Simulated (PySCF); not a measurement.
A structure optimised at B3LYP-D3(BJ)/def2-SVP, used in a PySCF frequency run:

```
B
F 1 1.3329
F 1 1.3329 2 117.54
N 1 1.3965 2 121.23 3 180.00
H 4 1.0115 1 122.49 2 180.00
H 4 1.0115 5 115.03 1 180.00
```
Charge 0, spin multiplicity 1.

Question: Write its SMILES, formula and point group.

Answer: NB(F)F, BF₂H₂N, C2v

Question: What are its rotational constants (standard atomic weights)?

Answer: 9.9423, 9.5482, 4.8706 GHz
